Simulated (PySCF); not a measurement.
**Atomic charges against the basis set**

Species: CH5B2Cl.
Bonds: B1–C2, C2–B3, B3–Cl4. Hydrogens: H5, H6 on B1; H7, H8 on C2; H9 on B3.

PBE0 throughout (PySCF), one geometry, spherical d and f functions. Geometry: PBE0-D3(BJ)/def2-SVP, one conformer, isolated molecule. Atoms taken as equivalent share a column and are averaged.

Mulliken charges (e):

| basis | functions | B1 | C2 | B3 | Cl4 | H5/H6 | H7/H8 | H9 |
| --- | --- | --- | --- | --- | --- | --- | --- | --- |
| STO-3G | 29 | +0.177 | -0.352 | +0.250 | -0.183 | -0.039 | +0.103 | -0.020 |
| 6-31G | 50 | +0.208 | -0.691 | +0.149 | -0.089 | -0.016 | +0.209 | +0.036 |
| pcSseg-0 | 50 | +0.239 | -1.152 | +0.371 | -0.210 | +0.042 | +0.283 | +0.102 |
| 6-31G* | 70 | +0.096 | -0.592 | +0.142 | -0.122 | +0.008 | +0.209 | +0.043 |
| cc-pVDZ | 85 | -0.010 | -0.061 | +0.017 | -0.090 | -0.005 | +0.068 | +0.018 |
| def2-SVP | 85 | +0.028 | -0.151 | +0.035 | -0.075 | -0.005 | +0.085 | +0.004 |
| aug-cc-pVDZ | 141 | -1.161 | +0.665 | -0.376 | -0.286 | +0.604 | -0.354 | +0.659 |
| 6-311+G(2d,p) | 146 | +0.027 | -0.500 | +0.302 | -0.213 | +0.005 | +0.171 | +0.032 |
| def2-TZVP | 160 | -0.060 | -0.223 | +0.050 | -0.130 | +0.026 | +0.138 | +0.035 |
| cc-pVTZ | 194 | -0.043 | -0.219 | +0.065 | -0.102 | +0.025 | +0.113 | +0.021 |
| IGLO-III | 199 | +0.172 | -0.462 | +0.204 | -0.082 | -0.033 | +0.139 | -0.043 |

IAO charges (e):

```json
{"basis": "STO-3G", "functions": "29", "B1": "+0.109", "C2": "-0.531", "B3": "+0.093", "Cl4": "-0.037", "H5/H6": "+0.005", "H7/H8": "+0.168", "H9": "+0.020"}
{"basis": "6-31G", "functions": "50", "B1": "+0.076", "C2": "-0.561", "B3": "+0.110", "Cl4": "-0.059", "H5/H6": "+0.017", "H7/H8": "+0.187", "H9": "+0.026"}
{"basis": "pcSseg-0", "functions": "50", "B1": "+0.070", "C2": "-0.558", "B3": "+0.110", "Cl4": "-0.053", "H5/H6": "+0.017", "H7/H8": "+0.187", "H9": "+0.024"}
{"basis": "6-31G*", "functions": "70", "B1": "+0.094", "C2": "-0.557", "B3": "+0.136", "Cl4": "-0.066", "H5/H6": "+0.008", "H7/H8": "+0.180", "H9": "+0.015"}
{"basis": "cc-pVDZ", "functions": "85", "B1": "+0.078", "C2": "-0.554", "B3": "+0.133", "Cl4": "-0.062", "H5/H6": "+0.013", "H7/H8": "+0.181", "H9": "+0.017"}
{"basis": "def2-SVP", "functions": "85", "B1": "+0.085", "C2": "-0.551", "B3": "+0.133", "Cl4": "-0.053", "H5/H6": "+0.009", "H7/H8": "+0.178", "H9": "+0.011"}
{"basis": "aug-cc-pVDZ", "functions": "141", "B1": "+0.079", "C2": "-0.562", "B3": "+0.136", "Cl4": "-0.066", "H5/H6": "+0.013", "H7/H8": "+0.184", "H9": "+0.018"}
{"basis": "6-311+G(2d,p)", "functions": "146", "B1": "+0.081", "C2": "-0.566", "B3": "+0.134", "Cl4": "-0.063", "H5/H6": "+0.013", "H7/H8": "+0.185", "H9": "+0.018"}
{"basis": "def2-TZVP", "functions": "160", "B1": "+0.081", "C2": "-0.566", "B3": "+0.135", "Cl4": "-0.063", "H5/H6": "+0.013", "H7/H8": "+0.185", "H9": "+0.018"}
{"basis": "cc-pVTZ", "functions": "194", "B1": "+0.080", "C2": "-0.567", "B3": "+0.137", "Cl4": "-0.064", "H5/H6": "+0.013", "H7/H8": "+0.185", "H9": "+0.018"}
{"basis": "IGLO-III", "functions": "199", "B1": "+0.080", "C2": "-0.567", "B3": "+0.132", "Cl4": "-0.060", "H5/H6": "+0.013", "H7/H8": "+0.185", "H9": "+0.018"}
```

Some averages cover members that differ in this geometry, most widely: H7/H8, Mulliken in aug-cc-pVDZ -0.406 to -0.303; H7/H8, Mulliken in 6-311+G(2d,p) +0.151 to +0.191; H7/H8, IAO in pcSseg-0 +0.168 to +0.206; H7/H8, IAO in def2-SVP +0.160 to +0.198 e.

Question: Which scheme is steadiest as the basis changes?

Answer: Largest range over the bases for any column: IAO 0.04 e, Mulliken 1.82 e. IAO charges move least and Mulliken charges most, counted in e. Without the minimal STO-3G basis the ranges are IAO 0.03, Mulliken 1.82 e.

Question: How much do the charges still move between the two largest bases, cc-pVTZ and IGLO-III?

Answer: At most, over all atoms: Mulliken 0.243 e, IAO 0.005 e.

Question: What do the same runs give for the total energy, the frontier levels and the dipole moment?

Answer: 
```tsv
basis	energy (Eh)	HOMO (eV)	LUMO (eV)	μ (D)
STO-3G	-544.6785	-6.88	0.52	1.70
6-31G	-550.6928	-8.48	-1.88	1.70
pcSseg-0	-550.0283	-8.69	-2.14	1.60
6-31G*	-550.7295	-8.41	-1.78	1.43
cc-pVDZ	-550.7598	-8.42	-1.90	1.29
def2-SVP	-550.5423	-8.41	-1.90	1.16
aug-cc-pVDZ	-550.7658	-8.53	-2.03	1.33
6-311+G(2d,p)	-550.7880	-8.54	-2.04	1.29
def2-TZVP	-550.7945	-8.52	-2.00	1.25
cc-pVTZ	-550.8006	-8.52	-2.00	1.27
IGLO-III	-550.7948	-8.50	-2.00	1.20
```

The dipole is fixed by the density alone, so its range of 0.54 D shows that the density itself changes with the basis, not only its division among atoms.
